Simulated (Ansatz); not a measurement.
Mulliken charges of C2H4ClNSi (`N=C=C([SiH3])Cl`) from r2SCAN/def2-TZVPP in Ansatz (PBE0-D4/def2-TZVP geometry).

```json
{"atom": "N1", "x (Å)": "-1.035", "y (Å)": "2.211", "z (Å)": "-0.240", "charge (e)": "-0.230"}
{"atom": "C2", "x (Å)": "-0.305", "y (Å)": "1.250", "z (Å)": "-0.375", "charge (e)": "0.149"}
{"atom": "C3", "x (Å)": "0.531", "y (Å)": "0.241", "z (Å)": "-0.387", "charge (e)": "-0.150"}
{"atom": "Si4", "x (Å)": "0.250", "y (Å)": "-1.295", "z (Å)": "0.615", "charge (e)": "0.323"}
{"atom": "Cl5", "x (Å)": "1.954", "y (Å)": "0.340", "z (Å)": "-1.386", "charge (e)": "-0.114"}
{"atom": "H6", "x (Å)": "-1.827", "y (Å)": "2.290", "z (Å)": "-0.874", "charge (e)": "0.201"}
{"atom": "H7", "x (Å)": "0.158", "y (Å)": "-2.473", "z (Å)": "-0.285", "charge (e)": "-0.059"}
{"atom": "H8", "x (Å)": "-1.021", "y (Å)": "-1.116", "z (Å)": "1.361", "charge (e)": "-0.063"}
{"atom": "H9", "x (Å)": "1.382", "y (Å)": "-1.494", "z (Å)": "1.555", "charge (e)": "-0.057"}
```

Question: By hand: the dipole of these point charges (1 e Å = 4.8032 D).

Answer: Σ q r = (-0.420, -0.054, 0.081) e Å, of length 0.431 e Å = 2.07 D.

Question: How does the dipole of the full density compare? (An estimate is asked.)

Answer: Ansatz gave: (-0.368, -0.059, -0.088) e Å, 1.84 D; the point charges give 1.12 times that, at 24° from its direction.

Point charges leave out the atoms' own dipoles, such as those of lone pairs, and Mulliken's split depends on the basis, so the two needn't agree.
